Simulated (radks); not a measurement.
Results of a calculation; reference values are marked as such.
Effect of the nuclear size on neutral krypton, [Kr]. Code: a radial shooting solver on a logarithmic mesh with Libxc functionals. Model: Dirac Kohn-Sham, LDA (Slater exchange, Perdew-Wang correlation), spin-unpolarised, spherical densities, finite nucleus; Fermi nuclear charge, rms radius 4.1884 fm. The rms radius is varied about that value; shifts are against it.

| rms radius (fm) | total energy shift (eV) | density at nucleus (e/bohr^3) | 1s1/2 shift (meV) | 2s1/2 shift (meV) | 3p1/2 shift (meV) | 4s1/2 shift (meV) |
|---|---|---|---|---|---|---|
| 3.7193 | -0.132 | 4.964e+04 | -56.1 | -5.68 | 0.082 | -0.104 |
| 3.8114 | -0.107 | 4.955e+04 | -45.6 | -4.62 | 0.066 | -0.085 |
| 4.1884 | 0 | 4.918e+04 | 0.000 | 0.000 | 0.000 | 0.000 |
| 4.4648 | 0.0846 | 4.893e+04 | 35.9 | 3.64 | -0.052 | 0.067 |
| 4.7622 | 0.181 | 4.868e+04 | 76.9 | 7.79 | -0.112 | 0.143 |

Slopes of the eigenvalues against <r^2> in GHz/fm^2, as finite differences over the two radii next to the reference (eigenvalue slopes, not the field-shift constants of lines): 1s1/2 3640, 2s1/2 369, 3p1/2 -5.31, 4s1/2 6.77.
